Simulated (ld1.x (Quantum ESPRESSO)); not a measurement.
# How hard is this calcium TM potential?

ld1.x (Quantum ESPRESSO) 7.5 input, shortened:

```
&input
   title='Ca', zed=20., rel=1, dft='PBESOL', iswitch=3,
   config='[Ar] 3d0.5 4s1.5 4p0'
 /
 &inputp
   pseudotype=2, tm=.true., lloc=1,
   nlcc=.false.
 /
3
4S  1  0   1.50   0.00  2.50  2.50  0.0
3D  3  2   0.50   0.00  2.70  2.70  0.0
4P  2  1   0.00   0.00  3.75  3.75  0.0
 &test
   configts(1)='3d0.5 4s1.5 4p0'
 /
```

The pseudo-atom Hamiltonian at the reference potential is diagonalised in spherical Bessel functions j_l(qr) that vanish at 20 bohr, with q² up to the cutoff. All-electron valence levels (Ry): 4s -0.2524, 3d -0.0813, 4p -0.0906.

Q: How do the lowest levels (Ry) of each channel move with the cutoff, and are there ghosts?

A:

```
cutoff (Ry)     s #1    s #2     d #1     p #1    p #2    f #1    f #2  Σ f·Δε (mRy)
          8  -0.2490  0.0010   0.0265  -0.0905  0.0412  0.0922  0.2091          59.0
         10  -0.2508  0.0009   0.0238  -0.0905  0.0412  0.0922  0.2091          54.9
         15  -0.2516  0.0009   0.0011  -0.0905  0.0412  0.0922  0.2091          42.4
         18  -0.2518  0.0009  -0.0434  -0.0905  0.0412  0.0922  0.2091          19.8
         21  -0.2521  0.0009  -0.0651  -0.0905  0.0412  0.0922  0.2091           8.6
         25  -0.2522  0.0009  -0.0757  -0.0905  0.0412  0.0922  0.2091           3.0
         35  -0.2523  0.0009  -0.0812  -0.0905  0.0412  0.0922  0.2091           0.2
         40  -0.2524  0.0009  -0.0812  -0.0905  0.0412  0.0922  0.2091           0.1
        400  -0.2524  0.0009  -0.0813  -0.0905  0.0412  0.0922  0.2091           0.0
```

Result: no extra level below or beside the all-electron valence levels (s, d, p, f tested); 10 mRy is reached at 21 Ry and 1 mRy at 30 Ry.
